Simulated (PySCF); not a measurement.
C3H4F3S: g tensor and hyperfine couplings

C3H4F3S (doublet state).
Structure used (GFN2-xTB), in Å, numbered top down from 1:
```xyz
11
C3H4F3S angstrom
C      1.9771   -0.2859    0.0143
C      0.5614   -0.2313   -0.3947
S     -0.3445    1.2077   -0.1844
C     -2.0236    0.4496    0.0340
F     -2.3224   -0.3727   -0.9720
F     -2.9566    1.3913    0.0847
F     -2.0940   -0.2638    1.1581
H      2.1866    0.4602    0.7768
H      2.6513   -0.1102   -0.8306
H      2.2083   -1.2786    0.4034
H      0.1617   -0.9637   -1.0756
```

The hyperfine couplings belong to this conformer and change with its torsions.

Identity: `C[CH]SC(F)(F)F` [radical].

Method: UKS B3LYP, pcH-1 on C F H S, non-relativistic, mean-field spin-orbit, GIAO (PySCF 2.14.0). The structure is a single GFN2-xTB conformer in the gas phase; no vibrational or solvent corrections. Couplings are sensitive to structure, and on GFN2-xTB geometries they can be far from those on DFT ones. Stability of the SCF solution: not tested.

```json
{
 "g1, g2, g3": "2.00195, 2.00248, 2.00639",
 "g_iso": "2.00360",
 "Form of g": "close to axial: the two nearest values differ by 12 % of g3 − g1",
 "⟨S²⟩": "0.7550 (exact 0.7500)",
 "α and β electrons": "33, 32"
}
```

Hyperfine couplings atom by atom, in mT; T1 to T3 are the principal values of the dipolar part; ρ(0) is the spin density at the nucleus (MHz turned into mT with g_iso):

```json
{"atom": "C1", "isotope": "13C", "a_iso": "-1.06", "of which spin–orbit": "0.00", "T1": "-0.08", "T2": "0.03", "T3": "0.05", "Mulliken spin population": "-0.07", "ρ(0) (bohr⁻³)": "-0.0264"}
{"atom": "C2", "isotope": "13C", "a_iso": "3.84", "of which spin–orbit": "0.01", "T1": "-2.62", "T2": "-2.61", "T3": "5.23", "Mulliken spin population": "0.87", "ρ(0) (bohr⁻³)": "0.0955"}
{"atom": "S3", "isotope": "33S", "a_iso": "0.34", "of which spin–orbit": "-0.01", "T1": "-0.63", "T2": "-0.52", "T3": "1.16", "Mulliken spin population": "0.10", "ρ(0) (bohr⁻³)": "0.0289"}
{"atom": "C4", "isotope": "13C", "a_iso": "1.98", "of which spin–orbit": "0.00", "T1": "-0.18", "T2": "-0.13", "T3": "0.31", "Mulliken spin population": "0.03", "ρ(0) (bohr⁻³)": "0.0494"}
{"atom": "F5", "isotope": "19F", "a_iso": "-0.02", "of which spin–orbit": "0.00", "T1": "-0.13", "T2": "-0.02", "T3": "0.15", "Mulliken spin population": "0.00", "ρ(0) (bohr⁻³)": "-0.0001"}
{"atom": "F6", "isotope": "19F", "a_iso": "0.08", "of which spin–orbit": "0.00", "T1": "-0.32", "T2": "-0.26", "T3": "0.57", "Mulliken spin population": "0.00", "ρ(0) (bohr⁻³)": "0.0006"}
{"atom": "F7", "isotope": "19F", "a_iso": "0.72", "of which spin–orbit": "0.00", "T1": "-0.81", "T2": "-0.56", "T3": "1.37", "Mulliken spin population": "0.01", "ρ(0) (bohr⁻³)": "0.0048"}
{"atom": "H8", "isotope": "1H", "a_iso": "0.33", "of which spin–orbit": "0.00", "T1": "-0.15", "T2": "-0.13", "T3": "0.28", "Mulliken spin population": "0.00", "ρ(0) (bohr⁻³)": "0.0021"}
{"atom": "H9", "isotope": "1H", "a_iso": "4.44", "of which spin–orbit": "0.00", "T1": "-0.18", "T2": "-0.11", "T3": "0.29", "Mulliken spin population": "0.05", "ρ(0) (bohr⁻³)": "0.0279"}
{"atom": "H10", "isotope": "1H", "a_iso": "2.83", "of which spin–orbit": "0.00", "T1": "-0.17", "T2": "-0.14", "T3": "0.31", "Mulliken spin population": "0.03", "ρ(0) (bohr⁻³)": "0.0178"}
{"atom": "H11", "isotope": "1H", "a_iso": "-1.32", "of which spin–orbit": "0.00", "T1": "-1.19", "T2": "-0.07", "T3": "1.26", "Mulliken spin population": "-0.03", "ρ(0) (bohr⁻³)": "-0.0083"}
```

Largest spin populations (Mulliken): C2 (+0.87), S3 (+0.10) and C1 (-0.07). C2 is the only atom above +0.15. The positive populations add up to 1.10 and the negative ones to -0.10, together 2S = 1. The angles at C2 add up to 357.6°, so it is nearly planar; its axial dipolar tensor and the negative coupling of its proton fit spin in a p orbital normal to that plane.

Axes: g3 points within 12° of the S3–C4 bond.

Under fast tumbling the dipolar parts average out, and these isotropic splittings remain: 3 × 1H (H8/H9/H10, I = 1/2, 4 lines) with 2.53 mT, 1 × 1H (H11, I = 1/2, 2 lines) with 1.32 mT and 3 × 19F (F5/F6/F7, I = 1/2, 4 lines) with 0.26 mT.

Class means assume fast exchange of nuclei equivalent by connectivity; if that motion is slow, each nucleus keeps its own coupling. The three 1H nuclei of mean +71.1 MHz run from 9.3 to 124.5 MHz in the frozen geometry. The three 19F nuclei of mean +7.3 MHz run from -0.5 to 20.2 MHz in the frozen geometry.

The 33S coupling of S3 (9.6 MHz) shows only in satellite lines or after enrichment, since that isotope makes up about 0.76 % of natural sulfur.

The 13C coupling of C2 (107.6 MHz) shows only in satellite lines or after enrichment, since that isotope makes up about 1.07 % of natural carbon.

Examples of negative spin density at the nucleus (bohr⁻³): C1 (-0.0264) and H11 (-0.0083).
